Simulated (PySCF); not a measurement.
C4H4ClF, SMILES C(=C/F)/C(=C)Cl.

Geometry: PBE0-D3(BJ)/def2-SVP. The structure was generated by enumeration; whether it is a known compound was not checked. The values are those of a single conformer.

Computed with TDDFT-PBE/def2-SVPD in PySCF.

Vertical excitations. The molecule is in vacuum. State labels are in the subgroup Cs.

Computed excitation energies, oscillator strengths and character:
```tsv
state	symmetry	energy (eV)	λ (nm)	f	main pairs
S1	A'	5.05	246	0.243	HOMO→LUMO 76 %, HOMO−1→LUMO 20 %
S2	A"	5.21	238	0.000	HOMO−2→LUMO 100 %
S3	A'	5.53	224	0.199	HOMO−1→LUMO 67 %, HOMO→LUMO 20 %, HOMO→LUMO+3 12 %
S4	A"	5.56	223	0.001	HOMO→LUMO+1 99 %
S5	A"	6.06	205	0.001	HOMO→LUMO+2 99 %
S6	A"	6.64	187	0.014	HOMO→LUMO+4 100 %
S7	A'	6.81	182	0.087	HOMO→LUMO+3 69 %, HOMO−4→LUMO 17 %
S8	A"	6.98	178	0.001	HOMO−1→LUMO+1 96 %
S9	A"	7.00	177	0.000	HOMO→LUMO+5 65 %, HOMO−3→LUMO 34 %
S10	A"	7.02	177	0.002	HOMO−3→LUMO 65 %, HOMO→LUMO+5 34 %
T1	A'	3.02	411	0	HOMO→LUMO 98 %
T2	A'	4.64	267	0	HOMO−1→LUMO 90 %
T3	A"	5.12	242	0	HOMO−2→LUMO 100 %
T4	A"	5.39	230	0	HOMO→LUMO+1 99 %
```
Triplets are in the Tamm–Dancoff approximation, which puts them higher than full response would, so one can lie above its singlet here.
